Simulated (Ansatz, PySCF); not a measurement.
Zn(OMe)(SH) (CH₄OSZn), SMILES C[O][Zn][SH]. Atoms are numbered in the order given.

```xyz
8

Zn     0.2213     0.2980     0.0516
O      1.4273    -0.5304    -0.9615
C      1.1942    -1.2033    -2.1640
H      0.7812    -0.5523    -2.9636
H      2.1503    -1.6075    -2.5482
H      0.5033    -2.0672    -2.0619
S     -1.0964     1.3861     1.4037
H     -1.3382     0.2852     2.1569
```

Coordinates come from a B3LYP-D3(BJ)/def2-SVP optimisation. The structure was generated by enumeration; whether it is a known compound was not checked. One conformer was computed; it need not be the lowest.

Two levels are set side by side: PBE-D3(BJ)/def2-SVP (Ansatz, a first-principles code) and B3LYP-D3(BJ)/def2-SVP (Ansatz). Each level has its own optimised geometry; the coordinates shown are those of the second. Frequencies come from the Hessian of PySCF at each geometry. Differences are taken from unrounded values.

```
quantity                            B3LYP-D3(BJ)  PBE-D3(BJ)  PBE-D3(BJ) minus B3LYP-D3(BJ)
----------------------------------  ------------  ----------  -----------------------------
mean bond length (Å)                       1.434       1.440                          0.006
bond Zn1–O2 (Å)                            1.780       1.787                          0.007
bond Zn1–S7 (Å)                            2.179       2.173                         -0.006
bond O2–C3 (Å)                             1.398       1.404                          0.006
bond C3–H4 (Å)                             1.111       1.119                          0.008
bond C3–H5 (Å)                             1.107       1.115                          0.008
bond C3–H6 (Å)                             1.111       1.119                          0.008
bond S7–H8 (Å)                             1.356       1.365                          0.009
highest harmonic wavenumber (cm⁻¹)          3030        2969                            -61
mean harmonic wavenumber (cm⁻¹)             1209        1178                            -31
zero-point energy (kcal/mol)               31.10       30.31                          -0.79
```

Exact exchange shortens and stiffens bonds; PBE has none. Differences between two approximate levels are no errors against the true value.
